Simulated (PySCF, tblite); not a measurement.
A set of runs on `[CH2+][CH]C1=C[S@@](=O)[C@H](F)C1` [radical]; the geometry of each is named by its level. Settings lines and outputs come from a driver script.

Species: C6H7FOS (charge +1 and doublet state).
Numbering: `[CH2+:1][CH:2][C:3]1=[CH:4][S@@:5](=[O:6])[C@H:7]([F:8])[CH2:9]1` (hydrogens: H10, H11 on C1; H12 on C2; H13 on C4; H14 on C7; H15, H16 on C9)

Step 1: GFN2-xTB geometry optimisation, gas phase (tblite 0.8.0) (from a force-field or distance-geometry start)
```json
{"job": {"kind": "relax", "xc": "GFN2-xTB", "basis": "xTB"}, "charge": 1, "multiplicity": 2}
```
```
step      E/eV     max force
  0    -758.63229    4.095
  1    -758.93058    1.003
  2    -758.98749    0.639
...
117    -759.17691    0.036
118    -759.17701    0.018
119    -759.17705    0.014
120    -759.17708    0.010
121    -759.17709    0.009
```

Energy lowered by 12.6 kcal/mol over 121 steps; largest atomic force 0.009 eV/Å at the end. «max force» is the largest atomic force in eV/Å.

Step 2: GFN2-xTB harmonic vibrations, gas phase (tblite 0.8.0) (on the GFN2-xTB geometry)
```json
{"job": {"kind": "ir", "xc": "GFN2-xTB", "basis": "xTB"}, "charge": 1, "multiplicity": 2}
```
```
(table of modes left out)
```

42 modes from 65 to 3130 cm⁻¹ (unscaled, harmonic); zero-point energy 70.9 kcal/mol; all wavenumbers are real at this level.

Step 3: UKS B3LYP, pcH-1 on C F H O S, non-relativistic, mean-field spin-orbit, GIAO (PySCF 2.14.0) (on the GFN2-xTB geometry)
```json
{"job": {"kind": "epr", "basis": "pcH-1"}, "charge": 1, "multiplicity": 2}
```
```
...
E = -805.72363400 Eh   <S^2> = 0.7588 (exact 0.7500)
g shifts (ppm)      1          2          3
  rmc          -247       -247       -247
  gc              2         67         64
  oz_so         119       6992       8876
  total        -125       6812       8694
hyperfine (MHz)  atom isotope    a_iso     a_fc   dipolar eigenvalues
    0   13C      11.90      11.91    -12.70    -12.43     25.13
    1   13C      -5.63      -5.60     -4.30      0.03      4.28
    2   13C      11.39      11.41     -7.67     -6.34     14.01
    3   13C       8.56       8.30    -14.37    -10.31     24.69
    4   33S      94.24      94.40    -28.10    -23.50     51.60
    5   17O     -19.16     -18.04   -119.02     58.93     60.09
    6   13C      35.09      35.08    -11.06    -10.61     21.67
    7   19F       9.93       9.61    -27.73    -23.12     50.85
    8   13C       0.81       0.81     -2.06     -1.52      3.58
    9    1H      -7.16      -7.16     -6.13     -1.13      7.26
   10    1H      -8.02      -8.03     -4.82     -1.75      6.57
   11    1H       1.81       1.82     -2.11      0.37      1.75
   12    1H      -9.48      -9.52     -4.33     -1.95      6.28
   13    1H      12.50      12.50     -5.43      0.46      4.97
   14    1H      49.68      49.68     -2.07     -0.39      2.46
...
```

⟨S²⟩ 0.759; g_iso 2.0074. rmc, gc and oz_so are the mass-correction, gauge-correction and orbital-Zeeman/spin–orbit parts of the g shift along its three principal axes; a_iso is the isotropic hyperfine coupling and a_fc its Fermi-contact part. The log counts atoms from 0, this text from 1.

Task: Which step took the most CPU time, and about what did each take on one thread, Arm Neoverse V2 (aarch64), no GPU, on a shared host?

Result: Step 3, about 99 % of the total. CPU time by step: 1: 0.73 s, 2: 0.48 s, 3: 2.2 min.

Geometry of the electronic-property runs (GFN2-xTB):
```
atom  x, y, z in Å
C1     2.5954    0.2880   -0.5401
C2     1.5834   -0.5607   -0.7675
C3     0.2123   -0.3428   -0.3834
C4    -0.7513   -1.2757   -0.5570
S5    -2.3596   -0.7376   -0.0405
O6    -2.9974   -1.7030    0.8072
C7    -1.5607    0.7106    0.9714
F8    -2.3799    1.7657    0.8882
C9    -0.2316    0.9313    0.2859
H10    3.5791    0.0841   -0.9300
H11    2.4935    1.2025    0.0218
H12    1.7735   -1.4911   -1.2854
H13   -0.6290   -2.2246   -1.0503
H14   -1.5217    0.3695    2.0127
H15    0.5182    1.2609    1.0114
H16   -0.3318    1.7319   -0.4560
```

 (This holds for the electronic-property runs.)

One conformer stands for the species.
